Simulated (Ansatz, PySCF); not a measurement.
C2H6Cl3NSi (SMILES CN(C)[Si](Cl)(Cl)Cl), singlet, at a GFN2-xTB geometry. Base run: CASSCF(2,4)/STO-3G run with PySCF.

Here is a job for PySCF.
```python
from pyscf import gto, scf, mcscf
import numpy

mol = gto.M(
    atom='''
C    -1.926265    0.959616    1.372473
N    -1.399867    0.017704    0.403601
C    -2.455392   -0.574175   -0.395494
Si    0.251202   -0.027993   -0.050896
Cl    0.783043    1.372405   -1.424976
Cl    0.624532   -1.847573   -0.834542
Cl    1.355760    0.272054    1.608704
H    -2.658226    0.453816    2.005440
H    -2.418661    1.800136    0.874298
H    -1.127328    1.343218    1.999649
H    -2.974966    0.187561   -0.984481
H    -3.179261   -1.056521    0.264509
H    -2.046060   -1.319931   -1.070103
''',
    basis='sto-3g',
    charge=0,
    spin=0,
    verbose=3,
)

mf = scf.RHF(mol)
mf.kernel()
mc = mcscf.CASSCF(mf, 4, 2)
mc.fix_spin_(ss=0.0)
mc.kernel()
occ = numpy.linalg.eigvalsh(mc.fcisolver.make_rdm1(mc.ci, mc.ncas, mc.nelecas))[::-1]
ss = mc.fcisolver.spin_square(mc.ci, mc.ncas, mc.nelecas)[0]
print('natural occupations', occ.round(4), ' <S^2>', round(ss, 4))
```

Programs used: Ansatz (a first-principles code), PySCF; a row that names a program was run with it.

Variants of this job, named by their change:

```json
[
 {"change": "base", "ΔE vs base (mEh)": "0.000", "natural occupations": "1.99 0.01 0.00 0.00", "<S^2> of the state": "0.00"},
 {"change": "active space = 6 electrons, 5 orbitals", "ΔE vs base (mEh)": "-10.476", "natural occupations": "2.00 1.99 1.98 0.02 0.01", "<S^2> of the state": "0.00"},
 {"change": "fix_spin_ = off", "ΔE vs base (mEh)": "0.000", "natural occupations": "1.99 0.01 0.00 0.00", "<S^2> of the state": "0.00"},
 {"change": "active space = 4 electrons, 6 orbitals", "ΔE vs base (mEh)": "-12.694", "natural occupations": "1.99 1.98 0.02 0.01 0.00 0.00", "<S^2> of the state": "0.00"},
 {"change": "state_average = 2 states", "ΔE vs base (mEh)": "18.937", "natural occupations": "-", "<S^2> of the state": "-"},
 {"change": "start = MP2 natural orbitals", "ΔE vs base (mEh)": "-3.738", "natural occupations": "1.98 0.02 0.00 0.00", "<S^2> of the state": "0.00"},
 {"change": "conv_tol = 1e-5", "ΔE vs base (mEh)": "0.003", "natural occupations": "1.99 0.01 0.00 0.00", "<S^2> of the state": "0.00"},
 {"change": "code = ansatz; correction = SC-NEVPT2, all electrons", "ΔE vs base (mEh)": "-191.0", "natural occupations": "-", "<S^2> of the state": "-"},
 {"change": "correction = SC-NEVPT2", "ΔE vs base (mEh)": "-189.9", "natural occupations": "1.99 0.01 0.00 0.00", "<S^2> of the state": "0.00"},
 {"change": "active space = 8 electrons, 6 orbitals", "ΔE vs base (mEh)": "-11.867", "natural occupations": "2.00 2.00 1.99 1.98 0.02 0.01", "<S^2> of the state": "0.00"},
 {"change": "active space = 10 electrons, 8 orbitals", "ΔE vs base (mEh)": "-24.381", "natural occupations": "2.00 2.00 1.99 1.98 1.98 0.02 0.01 0.01", "<S^2> of the state": "0.00"}
]
```

Active orbitals are taken around the Fermi level unless the row says otherwise; CASSCF can end in different local minima, and two programs can end on different orbitals. State-averaged rows give the lowest state.
